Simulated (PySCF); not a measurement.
C2H6B, SMILES C[B]C (connectivity only; charge and spin as stated), charge +1, multiplicity 1. Heavy atoms are numbered as in [CH3:1][B:2][CH3:3]. Hydrogens are named by the atom that carries them.

Coordinates come from a ωB97X-D3(BJ)/def2-TZVP optimisation. The spin state was assumed, not searched. The isomer is the one that the SMILES or the coordinates give; other isomers of the formula were not compared.

Method: PBE0/pcSseg-1 run with PySCF.

GIAO shieldings, no solvent; atoms alike by connectivity are averaged. δ = σ(ref) − σ: ¹³C against TMS (σ = 186.3 ppm); ¹¹B against BF3 (σ = 88.8 ppm); ¹H against TMS (σ = 31.56 ppm), references at their B3LYP-D3(BJ)/def2-TZVP geometries, non-relativistic.

| atoms | nucleus | count | δ (ppm) |
|---|---|---|---|
| C1 (CH3) | ¹³C | 2 | 9.7 |
| B2 | ¹¹B | 1 | (withheld) |
| H on C1 | ¹H | 6 | 2.84 |

### Question
Some entries are withheld; supply them. (An estimate is asked for; the answer gives what the named calculation found.)

### Answer

- B2, δ (ppm): 95.4
